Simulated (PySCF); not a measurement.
# Computed data sheet: 2-(trifluoroacetyl)thiophene, `O=C(c1cccs1)C(F)(F)F`

2-(trifluoroacetyl)thiophene, C6H3F3OS.
Structure used (GFN2-xTB), in Å, numbered top down from 1:
```
atom  x, y, z in Å
O1    -1.7793    1.9905    0.2703
C2    -1.3165    0.8765    0.3105
C3     0.0756    0.5341    0.2734
C4     0.6973   -0.6994    0.3167
C5     2.0895   -0.5981    0.2568
C6     2.5171    0.6997    0.1681
S7     1.2388    1.8238    0.1564
C8    -2.2728   -0.3500    0.4094
F9    -3.5485    0.0154    0.4547
F10   -2.0287   -1.0860    1.5080
F11   -2.1292   -1.1757   -0.6423
H12    0.1724   -1.6343    0.3890
H13    2.7529   -1.4435    0.2778
H14    3.5306    1.0466    0.1090
```

Some functional groups and rings: ketone, aromatic ring with sulfur, CF3 group and C–F bond.

GFN2-xTB geometry:

```
Point group of the GFN2-xTB geometry                  : Cs
Rotational constants A, B, C of the GFN2-xTB geometry : 2.034, 0.666, 0.550 GHz
```

PBE0/pcSseg-1 ground state and GIAO shieldings, non-relativistic (PySCF):

```
Dipole moment                                               : 4.50 D
HOMO energy                                                 : -7.84 eV
LUMO energy                                                 : -2.66 eV
HOMO–LUMO gap                                               : 5.18 eV
Lowest Hirshfeld atomic charge                              : -0.22 e on O1
Highest Hirshfeld atomic charge                             : +0.25 e on C8
13C chemical shifts (computed TMS as zero) by class         : 177.7 (C2), 149.1 (C6), 147.1 (C3), 144.0 (C4), 133.6 (C5), 126.6 (C8) ppm
1H chemical shifts (computed TMS as zero) by class          : 8.24 (H12), 7.91 (H14), 7.39 (H13) ppm
Isotropic shieldings of nuclei other than C and H, by class : -257 (O1), 255 (F9/F10/F11), 249 (S7) ppm
Mayer bond orders between heavy atoms                       : O1–C2 2.00, C2–C3 0.98, C3–C4 1.43, C4–C5 1.33, C5–C6 1.51, C6–S7 1.22, C2–C8 0.94, C8–F9 1.03, C8–F10 0.97, C8–F11 0.97, S7–C3 1.16
```

Monoisotopic mass (most abundant isotopes): 179.9857 u.

The dipole matches unit charges of opposite sign 0.94 Å apart (1 e·Å = 4.8032 D). With B = h/(8π²I), that is 505.379 GHz u Å² over I, the principal moments of inertia are 248.5, 758.4 and 918.7 u Å² (most abundant isotopes). The rotational constants make it an asymmetric top with κ = (2B − A − C)/(A − C) = -0.84, nearer the prolate limit (−1).

One conformer (not necessarily the lowest) at the GFN2-xTB geometry, without solvent or vibrations. NMR classes are plain means over equivalent atoms (diastereotopic ones count apart unless rotation or inversion swaps them), as if these changed places fast; in this geometry the members of some classes differ.

For the NMR shielding job (PBE0/pcSseg-1), the run took 60 s wall on an Arm Neoverse N1 with one thread, shared host.
